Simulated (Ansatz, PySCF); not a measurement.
O₃Te, SMILES [Te+2]([O-])(=O)[O-]. Atoms are numbered in the order given.

```xyz
4

Te     0.0000     0.0000     0.0000
O      1.8059     0.0000     0.0000
O     -0.9029     1.5640     0.0000
O     -0.9029    -1.5640     0.0000
```
Charge 0, spin multiplicity 1.

The structure is a stationary point at PBE0-D3(BJ)/def2-SVP. The def2 effective core potentials stand for the cores of Te; spin–orbit coupling is left out.

Two levels are set side by side: PBE-D3(BJ)/def2-SVP (Ansatz, a program for electronic structure) and PBE0-D3(BJ)/def2-SVP (Ansatz). Each level has its own optimised geometry; the coordinates shown are those of the second. Frequencies come from the Hessian of PySCF at each geometry. Differences are taken from unrounded values.

```json
[
 {"quantity": "mean bond length (Å)", "PBE0-D3(BJ)": "1.806", "PBE-D3(BJ)": "1.839", "PBE-D3(BJ) minus PBE0-D3(BJ)": "0.033"},
 {"quantity": "bond Te1–O2 (Å)", "PBE0-D3(BJ)": "1.806", "PBE-D3(BJ)": "1.839", "PBE-D3(BJ) minus PBE0-D3(BJ)": "0.033"},
 {"quantity": "bond Te1–O3 (Å)", "PBE0-D3(BJ)": "1.806", "PBE-D3(BJ)": "1.839", "PBE-D3(BJ) minus PBE0-D3(BJ)": "0.033"},
 {"quantity": "bond Te1–O4 (Å)", "PBE0-D3(BJ)": "1.806", "PBE-D3(BJ)": "1.839", "PBE-D3(BJ) minus PBE0-D3(BJ)": "0.033"},
 {"quantity": "highest harmonic wavenumber (cm⁻¹)", "PBE0-D3(BJ)": "887", "PBE-D3(BJ)": "826", "PBE-D3(BJ) minus PBE0-D3(BJ)": "-61"},
 {"quantity": "mean harmonic wavenumber (cm⁻¹)", "PBE0-D3(BJ)": "544", "PBE-D3(BJ)": "505", "PBE-D3(BJ) minus PBE0-D3(BJ)": "-40"},
 {"quantity": "zero-point energy (kcal/mol)", "PBE0-D3(BJ)": "4.67", "PBE-D3(BJ)": "4.33", "PBE-D3(BJ) minus PBE0-D3(BJ)": "-0.34"}
]
```

GGA bonds tend to be longer and softer than those of functionals with exact exchange. Differences between two approximate levels are no errors against the true value.
